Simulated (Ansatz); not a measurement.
Two isomers of C2H10GeSi: A = `[SiH3]C[CH2][GeH3]`, B = `C[SiH2][GeH2][CH3]`.

Calculated with Ansatz (gas phase, PBE0-D4/def2-TZVP geometries, no zero-point term in ΔE). CCSD(T)/CBS is the MP2 limit (def2-TZVPP, def2-QZVPP) plus CCSD(T) − MP2 in def2-TZVPP, frozen cores. Functionals use def2-TZVPP. B3LYP here is the variant with VWN-RPA as its local correlation; programs differ in this. For Ge outer-core shells are correlated without core-valence functions, which leaves a few kJ/mol of doubt a bond. Scalar relativity is left out up to krypton. Each species was taken in one conformer, which may not be the lowest.

Problem. Which isomer does CCSD(T)/CBS put lower? Give the gap. (Best estimate.)

Solution. The calculation gave: B, by 17.2 kcal/mol.

Problem. Give E(B) − E(A) in kcal/mol with CCSD/def2-TZVPP, B2PLYP, r2SCAN-D4, B3LYP-D4, PBE0-D4, B3LYP, CCSD(T)/def2-TZVPP. (Estimate.)

Solution. Ansatz gave: CCSD/def2-TZVPP -16.9, B2PLYP -17.6, r2SCAN-D4 -19.0, B3LYP-D4 -17.9, PBE0-D4 -18.9, B3LYP -18.2, CCSD(T)/def2-TZVPP -17.0. None reverses the order clearly.

Largest T1 diagnostic: 0.011.

In def2-TZVPP, CCSD(T) changes the Hartree–Fock value by −1.3 kcal/mol (the triples alone add −0.1 kcal/mol) and MP2 by −1.2 kcal/mol.
